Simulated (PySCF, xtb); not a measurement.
C2H5NOSi, SMILES N#CC[SiH2]O. Other conformers were not sampled.

Harmonic wavenumbers (cm⁻¹) from GFN2-xTB in xtb at its own minimum, in rising order: 47, 127, 219, 291, 375, 462, 484, 601, 706, 735, 758, 796, 814, 900, 1020, 1068, 1179, 1409, 2272, 2300, 2403, 2972, 2981, 3685.

Q: What does B3LYP-D3(BJ)/def2-SVP (PySCF) give at its own minimum? (The exact figures need the calculation; the answer reports its results.)

A: 64, 117, 183, 251, 383, 474, 499, 697, 725, 783, 837, 858, 945, 970, 994, 1148, 1184, 1411, 2231, 2231, 2373, 3051, 3107, 3881. Paired by order, the mean absolute difference is 54 cm⁻¹ and the zero-point energies are 40.9 and 42.0 kcal/mol.
